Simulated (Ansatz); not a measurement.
Gas-phase reaction 4 R1 + R2 → 2 P1 + P2 + 2 P3, each structure at its B3LYP-D3(BJ)/def2-TZVP stationary point, reached from a drawn start (curvature not checked).
R1, H2 (SMILES [H][H]) (charge 0, multiplicity 1):
```xyz
2

H      0.0000     0.0000     0.3720
H      0.0000     0.0000    -0.3720
```
P1, HCl (SMILES Cl) (charge 0, multiplicity 1):
```xyz
2

Cl     0.000     0.000     0.641
H      0.000     0.000    -0.641
```
P2, NH3 (SMILES N) (charge 0, multiplicity 1):
```xyz
4

N      0.000     0.000     0.279
H      0.000     0.943    -0.093
H      0.817    -0.471    -0.093
H     -0.817    -0.471    -0.093
```
P3, SiH4 (SMILES [SiH4]) (charge 0, multiplicity 1):
```xyz
5

Si     0.000     0.000     0.000
H      0.855     0.855     0.855
H     -0.855    -0.855     0.855
H     -0.855     0.855    -0.855
H      0.855    -0.855    -0.855
```
R2: Cl2H5NSi2 (SMILES [SiH3]N[SiH](Cl)Cl), charge 0, multiplicity 1.

P less R. No zero-point or thermal terms. One arrangement of each flexible species, with no search for the lowest.

Frozen-core correlation throughout.

Run with Ansatz (a first-principles code) with Gaussian orbitals. Each number belongs to the level named beside it.

Total energies in hartree:

```json
[
 {"structure": "R1", "PBE/def2-TZVPP": "-1.166122", "B3LYP/def2-TZVPP": "-1.180004", "CCSD(T)/cc-pV(T+d)Z": "-1.172336"},
 {"structure": "P1", "PBE/def2-TZVPP": "-460.627412", "B3LYP/def2-TZVPP": "-460.836272", "CCSD(T)/cc-pV(T+d)Z": "-460.339793"},
 {"structure": "P2", "PBE/def2-TZVPP": "-56.510610", "B3LYP/def2-TZVPP": "-56.588616", "CCSD(T)/cc-pV(T+d)Z": "-56.473042"},
 {"structure": "P3", "PBE/def2-TZVPP": "-291.721620", "B3LYP/def2-TZVPP": "-291.917183", "CCSD(T)/cc-pV(T+d)Z": "-291.440117"},
 {"structure": "R2", "PBE/def2-TZVPP": "-1556.621539", "B3LYP/def2-TZVPP": "-1557.449382", "CCSD(T)/cc-pV(T+d)Z": "-1555.427140"}
]
```

Problem. Work out the reaction energy at each level in kcal/mol (1 hartree = 627.50947 kcal/mol), and say how far PBE/def2-TZVPP lies from CCSD(T)/cc-pV(T+d)Z.

Solution. 
- PBE/def2-TZVPP: 2 × (-460.627412) + 2 × (-291.721620) + (-56.510610) − (-1556.621539) − 4 × (-1.166122) = 0.077353 hartree = 48.54 kcal/mol
- B3LYP/def2-TZVPP: 2 × (-460.836272) + 2 × (-291.917183) + (-56.588616) − (-1557.449382) − 4 × (-1.180004) = 0.073872 hartree = 46.36 kcal/mol
- CCSD(T)/cc-pV(T+d)Z: 2 × (-460.339793) + 2 × (-291.440117) + (-56.473042) − (-1555.427140) − 4 × (-1.172336) = 0.083622 hartree = 52.47 kcal/mol
PBE/def2-TZVPP less CCSD(T)/cc-pV(T+d)Z: -3.93 kcal/mol. CCSD(T)/cc-pV(T+d)Z is the level counted from, the highest shown, and no exact or measured value.
